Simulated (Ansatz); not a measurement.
Basis sets compared for GaH2Me (CH₅Ga). Total charge 0; singlet. Geometry PBE0-D4/def2-TZVP. Ansatz on 4 threads of Intel Xeon on a shared host; times are rough, and most runs start from earlier orbitals.

```xyz
7

Ga   -0.863   -0.221   -0.576
H    -2.275   -0.311    0.114
H    -0.767   -0.421   -2.134
C     0.743    0.164    0.490
H     0.837    1.249    0.608
H     1.652   -0.195    0.006
H     0.673   -0.265    1.492
```

The 6-31G sets use Cartesian d functions. B3LYP takes the VWN-RPA correlation.

Binding counts from free atoms (Ga doublet, H doublet, C triplet) in the same basis, without a counterpoise term.

| level | functions | energy (Eh) | HOMO (eV) | LUMO (eV) | binding per atom (eV) | wall time |
| --- | --- | --- | --- | --- | --- | --- |
| PBE-D4/def2-SVP | 71 | -1965.3075 | -6.76 | -2.16 | 3.09 | 0.35 s |
| PBE-D4/def2-TZVP | 109 | -1965.6032 | -6.81 | -2.19 | 3.09 | 0.45 s |
| r2SCAN-D4/def2-TZVP | 109 | -1965.9207 | -7.08 | -1.87 | 3.10 | 0.85 s |
| B3LYP-D4/6-31G | 48 | -1965.6534 | -7.67 | -1.59 | 3.10 | 0.45 s |
| B3LYP-D4/def2-TZVP | 109 | -1966.0248 | -7.81 | -1.68 | 3.08 | 0.55 s |
| PBE0-D4/def2-SVP | 71 | -1965.3625 | -8.01 | -1.35 | 3.09 | 0.5 s |
| PBE0-D4/def2-TZVP (with forces) | 109 | -1965.6545 | -8.03 | -1.38 | 3.08 | 0.75 s |

Question: Estimate the rows for PBE-D4/def2-TZVPD, r2SCAN-D4/def2-TZVPD, PBE0-D4/def2-TZVPD.

Answer: 
```json
{"level": "PBE-D4/def2-TZVPD", "functions": "136", "energy (Eh)": "-1965.6038", "HOMO (eV)": "-6.82", "LUMO (eV)": "-2.21", "binding per atom (eV)": "3.09", "wall time": "0.65 s"}
{"level": "r2SCAN-D4/def2-TZVPD", "functions": "136", "energy (Eh)": "-1965.9212", "HOMO (eV)": "-7.08", "LUMO (eV)": "-1.87", "binding per atom (eV)": "3.11", "wall time": "1.1 s"}
{"level": "PBE0-D4/def2-TZVPD", "functions": "136", "energy (Eh)": "-1965.6551", "HOMO (eV)": "-8.03", "LUMO (eV)": "-1.38", "binding per atom (eV)": "3.08", "wall time": "0.85 s"}
```
